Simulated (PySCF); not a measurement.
# How the method changes the constants of BeN

State: ⁴Σ⁻ (quartet), unpaired electrons σ ↑, π ↑↑. Set-up: PySCF, no relativity, basis sets Be aug-pcseg-1, N aug-pcseg-1. De refers to Be + N in their high-spin ground configurations, without counterpoise correction. The functionals are run spin-unrestricted. A positive dipole means Be(−)N(+). Levels whose curve was spin-contaminated or gave no clean fit are not listed.

```
      Level  Re (Å)  ωe (cm⁻¹)  De (eV)  μ (D)  CPU s a point (SCF and correlation, without the integrals)
        UHF   1.616        919     0.86  -1.71                                                       0.037
    UHF-MP2   1.633        891     1.40    n/a                                                       0.055
UHF-SCS-MP2   1.638        877     1.31    n/a                                                         n/a
   UHF-CCSD   1.646        843     0.95    n/a                                                         n/a
UHF-CCSD(T)   1.652        829     1.02    n/a                                                        0.68
        PBE   1.634        868     2.13  -1.29                                                        0.25
       BLYP   1.636        861     2.04  -1.34                                                        0.17
       TPSS   1.639        860     2.04  -1.23                                                        0.36
     r²SCAN   1.631        868     1.98  -1.42                                                        0.32
       PBE0   1.620        900     1.92  -1.42                                                         0.4
      HSE06   1.620        900     1.93  -1.43                                                        0.36
```

Which functional lies closest to UHF-CCSD(T) in De, which farthest, and by how much do they differ from it?

Closest is PBE0 (-3.2 pm in Re, +8.6 % in ωe, +0.90 eV in De against UHF-CCSD(T) in the same basis), farthest PBE (-1.8 pm in Re, +4.7 % in ωe, +1.11 eV in De). CCSD(T) converges more slowly with the basis than the functionals do and binds too weakly in this one, so the order can change at the basis-set limit.

What does a quarter of exact exchange do here, going from PBE to PBE0?

PBE0 less PBE: -1.4 pm in Re, +3.7 % in ωe, -0.21 eV in De. Exact exchange removes part of the self-interaction that spreads semilocal densities, and in most molecules shortens and stiffens the bond and lowers De; so it does here.

What does the triples do here, going from UHF-CCSD to UHF-CCSD(T)?

UHF-CCSD(T) less UHF-CCSD: +0.6 pm in Re, -1.7 % in ωe, +0.07 eV in De. Correlation nearly always deepens the well. The bond lengthens, as in strong covalent bonds, where excitations into antibonding orbitals dominate.

Correlated steps freeze 1 core orbital. Correlated levels converge slowly with the basis: in double zeta they bind strong bonds too weakly, by up to about 1 eV, and carry superposition errors of some tenths. The state is the lowest determinant that a PBE0 search found; another state may lie lower at other levels.

The whole job (state search and all levels along the bond) took about 1.1 min on 1 thread of Intel Xeon 6975P-C (shared host), peak memory 0.42 GiB.
